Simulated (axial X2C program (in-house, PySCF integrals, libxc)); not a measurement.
# What spin–orbit coupling does to SrF⁺

Calculated with an axial X2C code built on PySCF integrals. Spin-free means the one-electron spin-free X2C Hamiltonian; two-component (2c) means X2C with spin–orbit coupling and atomic mean-field two-electron Coulomb and Gaunt terms, so the difference of the two also holds small scalar two-electron terms. Basis: Sr dyall-cv3z [13s12p8d5f1g], F dyall-av3z [7s6p3d2f] (cores contracted in-house); Gaussian nuclei, density fitting, unrestricted open shells. Masses: Sr 87.906 u, F 18.998 u.

Spin-free state: M_S = 0, Λ = 0 (closed shell); fragments Sr+ + F.

| level | Re (Å) | ωe (cm⁻¹) | De (eV) | μ (D) |
| --- | --- | --- | --- | --- |
| PBE0 | 1.986 | 593.1 | 5.777 | -7.21 |
| HF | 2.018 | 579.8 | 3.822 | -8.24 |
| MP2 | 2.042 | 555.0 | 6.115 | n/a |
| CCSD | 2.038 | 561.1 | 5.655 | n/a |
| CCSD(T) | 2.041 | 556.8 | 5.800 | n/a |
| BP86 | 1.997 | 580.6 | 6.103 | -6.93 |

Correlated methods: 8 electrons correlated (number of frozen shells: Sr 4 s, 3 p, 1 d; F 1 s), 262 virtual spin orbitals or spinors in MP2, 86 natural virtuals in coupled cluster.

Dipoles are positive if F is the positive end and refer to the centre of mass.

Two-component determinant lowest at the distance of the search:

Ω = 0 (closed shell); fragments Sr+ + F.

```json
{"level": "PBE0", "Re (Å)": "1.986", "ωe (cm⁻¹)": "593.1", "De (eV)": "5.777", "μ (D)": "-7.21"}
{"level": "HF", "Re (Å)": "2.018", "ωe (cm⁻¹)": "579.7", "De (eV)": "3.810", "μ (D)": "-8.23"}
{"level": "MP2", "Re (Å)": "2.042", "ωe (cm⁻¹)": "555.0", "De (eV)": "6.106", "μ (D)": "n/a"}
{"level": "CCSD", "Re (Å)": "2.038", "ωe (cm⁻¹)": "561.1", "De (eV)": "5.644", "μ (D)": "n/a"}
{"level": "CCSD(T)", "Re (Å)": "2.041", "ωe (cm⁻¹)": "556.8", "De (eV)": "5.784", "μ (D)": "n/a"}
{"level": "BP86", "Re (Å)": "1.997", "ωe (cm⁻¹)": "580.6", "De (eV)": "6.104", "μ (D)": "-6.92"}
```

From the two tables, how do the constants change at the CCSD(T) level (2c against spin-free)?

At the CCSD(T) level Re is unchanged within 0.001 Å and ωe is unchanged to within 0.2 cm⁻¹; De changes by -0.016 eV.

The state is a single determinant with fixed occupations, the lowest that a limited PBE0 search found. Closed shells are restricted here (equal orbitals for both partners); the stretched side of such a curve lies too high. Dissociation energies refer to the lowest single-determinant-based atoms at the same level and basis. CCSD and (T) use frozen natural virtuals with an MP2 correction for the truncation; (T) itself is uncorrected, so its De runs slightly low. In 2c an atomic determinant is not the ground J level, so De misses part of the atomic spin–orbit lowering. This holds for PBE0, BP86. The functionals have no current-density term, which raises determinants with orbital currents, atoms included. The outer-core s and p shells of the metal are frozen in the correlated rows, which leaves out core–valence correlation; for alkali and alkaline-earth bonds that tends to lengthen them. With the outer-core shells frozen, correlated bond lengths of heavy atoms tend to come out a few hundredths of an ångström too long.
